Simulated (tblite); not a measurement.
Record of a relaxation.

CH7B2GeO (doublet state).
SMILES with atom numbers: `[BH2:1][CH2:2][B:3][O:4][GeH3:5]` (hydrogens: H6, H7 on B1; H8, H9 on C2; H10, H11, H12 on Ge5)

Computed with GFN2-xTB (tblite), gas phase: L-BFGS steps from a force-field or distance-geometry start until the largest atomic force falls under 0.01 eV/Å. 11 of its 108 geometries are shown.

Step 0: E = -383.7926 eV, largest atomic force 2.813 eV/Å
```
atom  x, y, z in Å  |  force x, y, z in eV/Å
B1     -1.938    0.395    0.746   -0.020   0.194  -0.502
C2     -1.615   -0.351   -0.620    0.067   0.363   0.443
B3     -0.043   -0.185   -0.830    0.572  -1.754   2.066
O4      0.827   -0.827    0.104   -0.748   1.825  -2.006
Ge5     2.395    0.038    0.028    0.431   0.138   0.122
H6     -2.175    1.554    0.672    0.077  -0.255   0.142
H7     -1.923   -0.133    1.793    0.039  -0.053  -0.182
H8     -1.842   -1.423   -0.538    0.146   0.357  -0.253
H9     -2.134    0.117   -1.457   -0.224  -0.305   0.061
H10     3.496   -0.994    0.294   -0.265   0.169  -0.091
H11     2.452    1.103    1.158   -0.165  -0.373  -0.446
H12     2.501    0.706   -1.377    0.090  -0.304   0.645
```

Step 11: E = -384.3113 eV, largest atomic force 0.396 eV/Å
```
atom  x, y, z in Å  |  force x, y, z in eV/Å
B1     -1.962    0.410    0.729    0.113   0.014   0.136
C2     -1.700   -0.361   -0.605   -0.348  -0.080   0.069
B3     -0.148   -0.421   -0.822    0.264   0.115  -0.097
O4      0.878   -0.487   -0.009    0.135   0.025  -0.059
Ge5     2.542    0.091    0.043   -0.160  -0.022  -0.034
H6     -2.156    1.569    0.750    0.039  -0.046  -0.137
H7     -1.875   -0.157    1.749    0.030  -0.069   0.062
H8     -1.960   -1.415   -0.545   -0.136  -0.168   0.122
H9     -2.236    0.031   -1.463   -0.007   0.112  -0.169
H10     3.473   -1.087    0.307   -0.303   0.253  -0.027
H11     2.415    1.098    1.160    0.182  -0.081  -0.083
H12     2.729    0.730   -1.320    0.191  -0.054   0.216
```

Step 21: E = -384.4231 eV, largest atomic force 0.131 eV/Å
```
atom  x, y, z in Å  |  force x, y, z in eV/Å
B1     -1.928    0.371    0.746    0.084  -0.018  -0.047
C2     -1.799   -0.437   -0.582   -0.010  -0.047  -0.050
B3     -0.237   -0.496   -0.862    0.125   0.028  -0.027
O4      0.860   -0.247   -0.195    0.001   0.030  -0.046
Ge5     2.530    0.156    0.035    0.093   0.034   0.039
H6     -2.070    1.536    0.706    0.054  -0.024   0.068
H7     -1.790   -0.201    1.763   -0.010   0.100   0.016
H8     -2.149   -1.463   -0.498    0.012  -0.105  -0.008
H9     -2.297   -0.014   -1.454   -0.075   0.054   0.037
H10     3.267   -1.113    0.345   -0.105  -0.064   0.029
H11     2.533    1.121    1.188   -0.072   0.005  -0.029
H12     3.081    0.785   -1.220   -0.097   0.005   0.018
```

Step 32: E = -384.4511 eV, largest atomic force 0.120 eV/Å
```
atom  x, y, z in Å  |  force x, y, z in eV/Å
B1     -1.849    0.349    0.753   -0.095  -0.023  -0.058
C2     -1.803   -0.471   -0.573    0.038  -0.028  -0.074
B3     -0.248   -0.482   -0.927   -0.039  -0.004   0.008
O4      0.864   -0.162   -0.329   -0.008  -0.030  -0.025
Ge5     2.509    0.180    0.060   -0.019  -0.004  -0.001
H6     -1.948    1.517    0.691    0.057   0.023   0.039
H7     -1.732   -0.179    1.797    0.066  -0.013  -0.060
H8     -2.137   -1.507   -0.513    0.043  -0.004   0.112
H9     -2.346   -0.037   -1.412   -0.035   0.074   0.031
H10     3.088   -1.163    0.396    0.018   0.052   0.015
H11     2.498    1.158    1.209   -0.063  -0.028  -0.007
H12     3.104    0.797   -1.177    0.037  -0.015   0.020
```

Step 43: E = -384.5204 eV, largest atomic force 0.232 eV/Å
```
atom  x, y, z in Å  |  force x, y, z in eV/Å
B1     -1.534    0.330    0.737    0.034  -0.015   0.144
C2     -1.793   -0.493   -0.558    0.095  -0.034   0.060
B3     -0.368   -0.380   -1.238    0.005   0.011   0.057
O4      0.844   -0.052   -0.949    0.184  -0.101  -0.098
Ge5     2.237    0.246    0.121    0.009  -0.008  -0.061
H6     -1.372    1.492    0.692   -0.151   0.055  -0.022
H7     -1.318   -0.238    1.746    0.096   0.024  -0.037
H8     -1.971   -1.550   -0.361   -0.109  -0.029  -0.047
H9     -2.570   -0.153   -1.232   -0.106   0.096  -0.064
H10     2.541   -1.130    0.630    0.082  -0.025  -0.010
H11     2.060    1.207    1.275   -0.087   0.036  -0.020
H12     3.246    0.720   -0.891   -0.054  -0.010   0.097
```

Step 54: E = -384.5858 eV, largest atomic force 0.146 eV/Å
```
atom  x, y, z in Å  |  force x, y, z in eV/Å
B1     -1.546    0.351    0.747   -0.011   0.049  -0.031
C2     -1.808   -0.454   -0.564   -0.007   0.004   0.075
B3     -0.363   -0.431   -1.206   -0.025  -0.144   0.002
O4      0.888   -0.262   -0.973    0.097   0.070   0.060
Ge5     2.259    0.201    0.128   -0.022  -0.068  -0.045
H6     -1.597    1.522    0.746   -0.013   0.097  -0.032
H7     -1.177   -0.202    1.717    0.059  -0.049  -0.039
H8     -2.063   -1.496   -0.373    0.003  -0.037  -0.098
H9     -2.552   -0.060   -1.256    0.037   0.030   0.095
H10     2.805   -1.100    0.637   -0.067  -0.027   0.036
H11     1.922    1.171    1.233   -0.024  -0.015   0.020
H12     3.234    0.758   -0.863   -0.026   0.090  -0.043
```

Step 64: E = -384.6127 eV, largest atomic force 0.117 eV/Å
```
atom  x, y, z in Å  |  force x, y, z in eV/Å
B1     -1.441    0.369    0.738   -0.033  -0.009   0.006
C2     -1.764   -0.443   -0.549    0.001   0.018   0.000
B3     -0.353   -0.500   -1.289    0.073   0.004   0.088
O4      0.896   -0.317   -1.008   -0.065   0.030  -0.010
Ge5     2.177    0.188    0.127    0.029  -0.107   0.038
H6     -1.572    1.535    0.752    0.035   0.036  -0.015
H7     -0.960   -0.178    1.659    0.058  -0.009   0.041
H8     -2.047   -1.479   -0.364   -0.025   0.009  -0.027
H9     -2.526   -0.002   -1.188   -0.003  -0.051  -0.046
H10     2.727   -1.092    0.693   -0.031   0.001  -0.048
H11     1.700    1.110    1.217   -0.039   0.029  -0.031
H12     3.165    0.808   -0.814   -0.002   0.050   0.003
```

Step 75: E = -384.6194 eV, largest atomic force 0.023 eV/Å
```
atom  x, y, z in Å  |  force x, y, z in eV/Å
B1     -1.410    0.368    0.735    0.003   0.004  -0.002
C2     -1.765   -0.449   -0.541    0.006   0.002  -0.006
B3     -0.357   -0.500   -1.281    0.015  -0.002   0.005
O4      0.893   -0.291   -1.026   -0.014  -0.007   0.000
Ge5     2.158    0.186    0.132   -0.003  -0.002   0.023
H6     -1.510    1.539    0.743    0.007  -0.009  -0.020
H7     -0.893   -0.176    1.643   -0.003  -0.003   0.004
H8     -2.052   -1.484   -0.354   -0.003   0.004   0.000
H9     -2.526   -0.017   -1.188   -0.013   0.005   0.013
H10     2.667   -1.113    0.685    0.006   0.011  -0.018
H11     1.630    1.107    1.198    0.001  -0.005  -0.004
H12     3.167    0.829   -0.773   -0.001   0.002   0.006
```

Step 86: E = -384.6201 eV, largest atomic force 0.045 eV/Å
```
atom  x, y, z in Å  |  force x, y, z in eV/Å
B1     -1.407    0.369    0.730    0.009   0.004   0.023
C2     -1.769   -0.452   -0.541   -0.007   0.003   0.008
B3     -0.358   -0.500   -1.276    0.021  -0.019   0.015
O4      0.892   -0.298   -1.014   -0.036  -0.002  -0.027
Ge5     2.157    0.186    0.137    0.010   0.016   0.009
H6     -1.485    1.542    0.719    0.005  -0.016   0.001
H7     -0.905   -0.174    1.650   -0.018   0.015  -0.034
H8     -2.060   -1.485   -0.354    0.011   0.002   0.007
H9     -2.531   -0.018   -1.185    0.002   0.011  -0.009
H10     2.686   -1.113    0.668    0.005  -0.002   0.006
H11     1.626    1.099    1.210    0.006  -0.019  -0.003
H12     3.155    0.843   -0.770   -0.008   0.008   0.005
```

Step 96: E = -384.6234 eV, largest atomic force 0.075 eV/Å
```
atom  x, y, z in Å  |  force x, y, z in eV/Å
B1     -1.402    0.396    0.706   -0.054   0.001   0.052
C2     -1.785   -0.449   -0.543    0.018  -0.011   0.017
B3     -0.357   -0.575   -1.230   -0.009  -0.004  -0.030
O4      0.890   -0.371   -0.967    0.034  -0.042  -0.006
Ge5     2.163    0.175    0.145    0.045   0.030   0.007
H6     -1.407    1.570    0.646    0.016  -0.013   0.006
H7     -0.972   -0.142    1.665   -0.011   0.026  -0.053
H8     -2.124   -1.462   -0.328   -0.025   0.018  -0.007
H9     -2.508   -0.002   -1.224    0.023  -0.016   0.022
H10     2.840   -1.090    0.591   -0.033   0.012  -0.035
H11     1.613    0.985    1.287   -0.002   0.005   0.012
H12     3.049    0.963   -0.775   -0.003  -0.006   0.015
```

Step 107: E = -384.6270 eV, largest atomic force 0.007 eV/Å
```
atom  x, y, z in Å  |  force x, y, z in eV/Å
B1     -1.419    0.424    0.691    0.001  -0.004   0.004
C2     -1.788   -0.450   -0.542    0.004   0.000  -0.001
B3     -0.347   -0.669   -1.178   -0.003  -0.002   0.001
O4      0.899   -0.462   -0.913    0.001   0.003  -0.001
Ge5     2.175    0.174    0.152    0.002  -0.007   0.000
H6     -1.342    1.592    0.583    0.001   0.001  -0.001
H7     -1.063   -0.095    1.686   -0.004  -0.001   0.003
H8     -2.203   -1.430   -0.309   -0.001   0.000   0.001
H9     -2.453    0.012   -1.270    0.001   0.004  -0.001
H10     2.971   -1.055    0.475    0.000   0.007   0.000
H11     1.635    0.879    1.369   -0.004   0.000  -0.005
H12     2.936    1.081   -0.770    0.001  -0.001   0.000
```

Task: Summarise the path.

Result: The energy falls by 0.8345 eV from step 0 to step 107; nine tenths of that is first reached at step 47. It never rises by more than 0.2 meV. The largest force goes from 2.813 to 0.007 eV/Å. Among the bonds B3–O4 changes most, from 1.428 to 1.291 Å; the atoms move by 0.678 Å rms after alignment.

The cost below is that of the whole relaxation. The run took 0.33 s on Intel Xeon 6975P-C, one thread, no GPU, shared host with 192 logical CPUs at a one-minute load of 58.
